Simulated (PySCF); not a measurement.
This PySCF input asks for the NMR shieldings of SMILES C#CP(C1CC1)[SiH](C)C, C₇H₁₃PSi; the geometry comes from GFN2-xTB.

```python
import basis_set_exchange as bse
import numpy as np
from pyscf import gto, dft
from pyscf.prop import nmr

atoms = """
C    -1.502497   -0.042357    2.654608
C    -0.985416    0.376279    1.651458
P    -0.243872    1.178980    0.275869
C    -1.409393    0.627442   -1.042011
C    -2.129545   -0.685659   -0.982814
C    -2.886326    0.590209   -0.787216
Si    1.413857   -0.326767   -0.049418
C     2.486872    0.359111   -1.465832
C     2.405434   -0.389767    1.572498
H    -1.950787   -0.455336    3.510868
H    -1.089921    0.977027   -2.019033
H    -1.972771   -1.310642   -0.115433
H    -2.268508   -1.235567   -1.902238
H    -3.554374    0.924698   -1.567270
H    -3.229578    0.815485    0.212434
H     0.959327   -1.689102   -0.396513
H     2.778581    1.387826   -1.272488
H     1.954975    0.340867   -2.412261
H     3.393618   -0.224290   -1.587143
H     1.788474   -0.750660    2.389376
H     2.766344    0.597485    1.845940
H     3.265095   -1.045875    1.485773
"""
names = dict.fromkeys(["C", "P", "Si", "H"], "pcSseg-1")
basis = {el: gto.basis.parse(bse.get_basis(n, elements=[el], fmt="nwchem")) for el, n in names.items()}
mol = gto.M(atom=atoms, basis=basis, charge=0, verbose=0)
mf = dft.RKS(mol, xc="PBE0")
mf.grids.level = 2
mf.grids.alignment = dft.numint.BLKSIZE   # the property module wants whole blocks of grid points
mf.conv_tol = 1e-9
mf.kernel()

calc = nmr.RKS(mf)   # GIAO
C = mf.mo_coeff
Co = C[:, mf.mo_occ > 0]
resp = mf.gen_response(singlet=True, hermi=2)
def vind(x):   # induced exchange potential for any number of trial vectors
    d = np.einsum("pi,xij,qj->xpq", C, 2 * x.reshape(-1, C.shape[1], Co.shape[1]), Co, optimize=True)
    return np.einsum("xpq,pi,qj->xij", resp(d - d.transpose(0, 2, 1)), C, Co, optimize=True).ravel()
mo1, _ = nmr.rhf.solve_mo1(calc, with_cphf=vind)
sigma = calc.kernel(mo1)
for i, s in enumerate(sigma):   # ppm
    print("%2d %-2s %9.2f" % (i, mol.atom_pure_symbol(i), np.trace(s) / 3))
```

Task: Give the expected output.

Result: 
```
 0 C      84.45
 1 C     103.57
 2 P     447.13
 3 C     185.51
 4 C     179.09
 5 C     180.07
 6 Si    361.41
 7 C     189.90
 8 C     190.37
 9 H      29.57
10 H      31.42
11 H      30.83
12 H      30.99
13 H      30.93
14 H      30.90
15 H      26.99
16 H      31.53
17 H      31.41
18 H      31.43
19 H      31.11
20 H      31.57
21 H      31.52
```

These numbers come from an equivalent density-fitted implementation of the same equations, which agrees with the script to about 0.01 ppm for H and up to a few tenths of a ppm for heavy atoms, so last digits may differ.

Size and cost of the density-fitted run: 232 basis functions, roughly 2.3 core-minutes.
